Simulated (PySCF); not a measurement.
HNaO (SMILES [OH][Na]), singlet, geometry from GFN2-xTB (such geometries of metal compounds can be far from the true shape), with bond 1-2 at 2.4 times its length; CASCI(4,4)+NEVPT2/6-31G* in PySCF.

Input for PySCF:
```python
from pyscf import gto, scf, mcscf, mrpt
import numpy

mol = gto.Mole()
mol.atom = '''
    Na   -2.35727898   -1.40959826   -1.99419471
    O     0.66963433    0.37237856    0.56679067
    H     1.15030049    1.09220114    0.96882694
'''
mol.basis = '6-31g*'
mol.verbose = 4
mol.build()

mf = scf.RHF(mol)
mf.kernel()
mc = mcscf.CASCI(mf, 4, 4)
mc.fix_spin_(ss=0.0)
mc.kernel()
occ = numpy.linalg.eigvalsh(mc.fcisolver.make_rdm1(mc.ci, mc.ncas, mc.nelecas))[::-1]
ss = mc.fcisolver.spin_square(mc.ci, mc.ncas, mc.nelecas)[0]
print('natural occupations', occ.round(4), ' <S^2>', round(ss, 4))
e2 = mrpt.NEVPT(mc).kernel()
print('E(NEVPT2) = %.10f' % (mc.e_tot + e2))
```

### Question
What does PySCF print? Leave out banner, timings and long lists.

### Answer

```
PySCF version 2.14.0

[INPUT] verbose = 4
[INPUT] num. atoms = 3
[INPUT] num. electrons = 20
[INPUT] charge = 0
[INPUT] spin (= nelec alpha-beta = 2S) = 0
[INPUT] symmetry False subgroup None
[INPUT] Mole.unit = angstrom
[INPUT] Symbol           X                Y                Z      unit          X                Y                Z       unit  Magmom
[INPUT]  1 Na    -2.357278980000  -1.409598260000  -1.994194710000 AA   -4.454611671394  -2.663754657063  -3.768481840956 Bohr   0.0
[INPUT]  2 O      0.669634330000   0.372378560000   0.566790670000 AA    1.265425487307   0.703693493060   1.071079136259 Bohr   0.0
[INPUT]  3 H      1.150300490000   1.092201140000   0.968826940000 AA    2.173752887053   2.063961027538   1.830817578700 Bohr   0.0

nuclear repulsion = 16.2616724956698
number of shells = 16
number of NR pGTOs = 82
number of NR cGTOs = 34
basis = 6-31g*
ecp = {}

******** <class 'pyscf.scf.hf.RHF'> ********
method = RHF
initial guess = minao
damping factor = 0
level_shift factor = 0
DIIS = <class 'pyscf.scf.diis.CDIIS'>
diis_start_cycle = 1
diis_space = 8
diis_damp = 0
SCF conv_tol = 1e-09
SCF conv_tol_grad = None
SCF max_cycles = 50
direct_scf = True
direct_scf_tol = 1e-13
Set gradient conv threshold to 3.16228e-05
Initial guess from minao.
init E= -236.815555724294
  HOMO = -0.433381390713066  LUMO = -0.0765486661170982  gap/eV = 9.70991
cycle= 1 E= -236.999265471895  delta_E= -0.184  |g|= 0.774  |ddm|= 1.16

WARN: HOMO -0.0010676223414219 == LUMO -0.000708506289588362

cycle= 2 E= -234.100543936683  delta_E=  2.9  |g|= 2.46  |ddm|= 2.69
  HOMO = -0.273501465538684  LUMO = -0.052542051674711  gap/eV = 6.01261
cycle= 3 E= -237.099794486894  delta_E=   -3  |g|= 0.276  |ddm|= 2.58
  HOMO = -0.179445523690259  LUMO = -0.0662812455725255  gap/eV = 3.07936
cycle= 4 E= -237.117642229629  delta_E= -0.0178  |g|= 0.0613  |ddm|= 0.218
  HOMO = -0.1734864488666  LUMO = -0.0670658684411118  gap/eV = 2.89585
cycle= 5 E= -237.119918454079  delta_E= -0.00228  |g|= 0.0163  |ddm|= 0.109
  HOMO = -0.176307519965857  LUMO = -0.0659869742545069  gap/eV = 3.00197
cycle= 6 E= -237.120830466862  delta_E= -0.000912  |g|= 0.0121  |ddm|= 0.0911
  HOMO = -0.18028937841901  LUMO = -0.0641618351913289  gap/eV = 3.15999
cycle= 7 E= -237.121384408352  delta_E= -0.000554  |g|= 0.00982  |ddm|= 0.0816
  HOMO = -0.184287080909286  LUMO = -0.0613064723347114  gap/eV = 3.34647
cycle= 8 E= -237.121813663913  delta_E= -0.000429  |g|= 0.00664  |ddm|= 0.116
  HOMO = -0.18472551855607  LUMO = -0.06104606499696  gap/eV = 3.36549
cycle= 9 E= -237.12183673783  delta_E= -2.31e-05  |g|= 0.00338  |ddm|= 0.0182
  HOMO = -0.185846140577129  LUMO = -0.0601270134376244  gap/eV = 3.42099
cycle= 10 E= -237.121845883894  delta_E= -9.15e-06  |g|= 0.00106  |ddm|= 0.0303
  HOMO = -0.185071249322085  LUMO = -0.0605948309134514  gap/eV = 3.38718
cycle= 11 E= -237.121849874381  delta_E= -3.99e-06  |g|= 0.000687  |ddm|= 0.0149
  HOMO = -0.185057083497366  LUMO = -0.0605348400017038  gap/eV = 3.38842
cycle= 12 E= -237.121850237295  delta_E= -3.63e-07  |g|= 9.64e-05  |ddm|= 0.0024
  HOMO = -0.185098662077514  LUMO = -0.0605044916853701  gap/eV = 3.39038
cycle= 13 E= -237.121850249194  delta_E= -1.19e-08  |g|= 8.2e-05  |ddm|= 0.000921
  HOMO = -0.185091455142466  LUMO = -0.0605098394188404  gap/eV = 3.39004
cycle= 14 E= -237.12185025359  delta_E= -4.4e-09  |g|= 2.2e-05  |ddm|= 0.000235
  HOMO = -0.185089526552554  LUMO = -0.0605125006747853  gap/eV = 3.38991
cycle= 15 E= -237.121850253995  delta_E= -4.05e-10  |g|= 1.08e-06  |ddm|= 9.75e-05
  HOMO = -0.185089767664937  LUMO = -0.0605125348841145  gap/eV = 3.38992
Extra cycle  E= -237.121850253997  delta_E= -1.51e-12  |g|= 1.16e-06  |ddm|= 3.59e-06
converged SCF energy = -237.121850253997

******** <class 'pyscf.mcscf.casci.CASCI'> ********
CAS (2e+2e, 4o), ncore = 8, nvir = 22
natorb = False
canonicalization = True
sorting_mo_energy = False
******** <class 'pyscf.fci.addons.SpinPenaltyFCISolver'> ********
max. cycles = 200
conv_tol = 1e-08
davidson only = True
linear dependence = 1e-12
level shift = 0.001
max iter space = 12
nroots = 1
pspace_size = 400
spin = None
Density matrix diagonal elements [1.99999779 1.4855941  0.51025219 0.00415592]
CASCI converged
CASCI E = -237.131244205632  E(CI) = -4.57874677099838  S^2 = 0.0000000
natural occupations [2.     1.6784 0.3216 0.    ]  <S^2> 0.0

******** <class 'pyscf.mrpt.nevpt2.NEVPT'> ********
NEVPT2 (2e+2e, 4o), ncore = 8, nvir = 22
root = 0
Natural occ [1.99999779e+00 1.67840637e+00 3.21582104e-01 1.37336121e-05]
Natural orbital (expansion on meta-Lowdin AOs) in CAS space
               #1        #2        #3        #4
0 Na 1s          0.00000  -0.00071  -0.00088   0.00010
0 Na 2s          0.00000  -0.00506  -0.00641   0.00070
0 Na 3s         -0.00000   0.57545   0.73511  -0.07916
0 Na 4s          0.00000   0.04892   0.07182  -0.00555
0 Na 2px        -0.00000   0.00041   0.00053  -0.00029
0 Na 2py         0.00000   0.00031   0.00047   0.00059
0 Na 2pz         0.00000   0.00034   0.00045  -0.00026
0 Na 3px        -0.03564  -0.06164  -0.27315  -0.29710
0 Na 3py         0.00044   0.01325  -0.09364   0.90100
0 Na 3pz         0.04182  -0.05268  -0.23182  -0.26280
0 Na 4px        -0.01608  -0.00851  -0.00999  -0.04656
0 Na 4py         0.00020   0.01912  -0.00444   0.13962
0 Na 4pz         0.01887  -0.00746  -0.00846  -0.04116
0 Na 3dxy       -0.00089   0.00455  -0.00470  -0.01454
0 Na 3dyz        0.00109   0.00383  -0.00395  -0.01211
0 Na 3dz^2       0.00262  -0.00082   0.00123   0.00946
0 Na 3dxz        0.00050   0.00293  -0.00185   0.01221
0 Na 3dx2-y2    -0.00153  -0.00038   0.00144   0.01999
1 O 1s           0.00000  -0.00010   0.00003   0.00001
1 O 2s          -0.00000  -0.01370  -0.02285   0.00494
1 O 3s          -0.00000  -0.00334  -0.01725   0.00187
1 O 2px         -0.64527  -0.46239   0.33855  -0.00202
1 O 2py          0.00804   0.52913  -0.33514  -0.00692
1 O 2pz          0.75707  -0.39973   0.29211  -0.00165
1 O 3px         -0.05098  -0.03807   0.04388  -0.00344
1 O 3py          0.00064   0.04968  -0.01931   0.00792
1 O 3pz          0.05981  -0.03298   0.03761  -0.00302
1 O 3dxy        -0.01249  -0.00292   0.00412  -0.00204
1 O 3dyz         0.01484  -0.00271   0.00362  -0.00170
1 O 3dz^2        0.01214  -0.00725   0.00409   0.00108
1 O 3dxz         0.00243  -0.00816   0.00695   0.00129
1 O 3dx2-y2     -0.00732  -0.01524   0.00940   0.00225
2 H 1s           0.00000  -0.00327   0.00307  -0.00390
2 H 2s          -0.00000  -0.00058  -0.00877   0.00481
<CAS-nat-orb|mo-hf>  9      9        1.00000000
<CAS-nat-orb|mo-hf>  10     10       0.92655270
<CAS-nat-orb|mo-hf>  11     11       0.92121193
<CAS-nat-orb|mo-hf>  12     12       0.99372485
Sr    (-1)',   E = -0.04530364824109
Si    (+1)',   E = -0.00027343890296
Sijrs (0)  ,   E = -0.04337930378806
Sijr  (+1) ,   E = -0.00328681821636
Srsi  (-1) ,   E = -0.06830051141869
Srs   (-2) ,   E = -0.03380712222464
Sij   (+2) ,   E = -0.00001739545768
Sir   (0)' ,   E = -0.04662986052869
Nevpt2 Energy = -0.240998098778167
E(NEVPT2) = -237.3722423044
```
